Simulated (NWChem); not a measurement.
# sulfur difluoride (SF2); SMILES FSF

```xyz
3

F      1.2275     0.0000    -0.4961
S      0.0000     0.0000     0.5485
F     -1.2275     0.0000    -0.4961
```
Atoms are numbered in this order, from 1.

Program: NWChem. Pople sets run with spherical d functions. Structure relaxed at the PBE0/def2-SVP level. Vzz is the largest principal value of the second derivative of the potential at the nucleus (NWChem prints the opposite sign); η is the asymmetry. Non-relativistic.

Q: What does the run give for Hartree-Fock/6-31G*? Quantities: Vzz S2 (a.u.); η S2.

A: 
```
Property       Result
-------------  ------
Vzz S2 (a.u.)  -5.936
η S2             0.35
```
